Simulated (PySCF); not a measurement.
GeSe, SMILES [Ge]=[Se] (connectivity only; charge and spin as stated), neutral, multiplicity 1.

Coordinates come from a B3LYP-D3(BJ)/def2-TZVP optimisation.

Two levels are set side by side: TDDFT-PBE/def2-TZVPD (PySCF) and ADC(2)/aug-cc-pVDZ (PySCF). Vertical, same geometry; the bases differ. Differences are taken from unrounded values.

| quantity | ADC(2) | TDDFT-PBE | TDDFT-PBE minus ADC(2) |
|---|---|---|---|
| lowest singlet excitation (eV) | 3.55 | 3.38 | -0.17 |

Functionals without exact exchange tend to place singlet excitations lower, as here. Differences between two approximate levels are no errors against the true value.

Rough cost on one machine, each run with all the roots and properties that it gave: ADC(2) against TDDFT-PBE about 4 times.
